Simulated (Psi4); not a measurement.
An input for doublet GeSiH4O−

GeSiH4O−: 7 atoms, total charge -1, spin state doublet. As SMILES of the parent species, `[SiH3][O][GeH]`. The shape was relaxed beforehand at PBE0/def2-TZVPD. This is one conformer, not always the lowest.

```xyz
7

Si   -0.7428    0.6512   -0.2970
O     0.5332   -0.1390    0.3736
Ge    1.2619   -1.7563    0.1344
H    -1.4100   -0.1978   -1.3241
H    -0.2621    1.9017   -0.9381
H    -1.7236    0.9885    0.7661
H     2.4013   -1.5171    1.2382
```

Settings wanted:

```yaml
task: energy
method: DFT
functional: PBE0
basis_set: def2-TZVPD
reference: UKS
integrals: df
integral_approximation: program's default
frozen_core_orbitals: 0
integration_grid: 75 radial × 302 angular
symmetry: c1
threads: 1
```

**Question.** Write the Psi4 1.11 input and the command.

**Answer.** This one ran through:

geh4osi.xyz:
```
7
GeH4OSi
Si    -0.742789     0.651166    -0.297033
O      0.533161    -0.139044     0.373634
Ge     1.261920    -1.756337     0.134430
H     -1.409978    -0.197814    -1.324141
H     -0.262098     1.901731    -0.938052
H     -1.723553     0.988507     0.766082
H      2.401319    -1.517108     1.238165
```

geh4osi.py:
```python
import psi4

psi4.set_memory('1600 MB')
psi4.set_num_threads(1)
psi4.core.set_output_file('geh4osi.out', False)

with open('geh4osi.xyz') as f:
    atoms = ''.join(f.readlines()[2:])
m = psi4.geometry('-1 2\n' + atoms + 'symmetry c1')

options = {'basis': 'def2-TZVPD', 'reference': 'uks'}
psi4.set_options(options)

result = psi4.energy("pbe0", molecule=m)
print(f'pbe0 energy: {result:.10f} Eh')
for k, v in sorted(psi4.core.scalar_variables().items()):
    print(f'{k:45s} {v:18.10f}')
```

```bash
$ python geh4osi.py
```

Calculated total energy: -2443.75028 Eh. The HOMO lies above zero, from self-interaction, a short basis or an unbound electron.
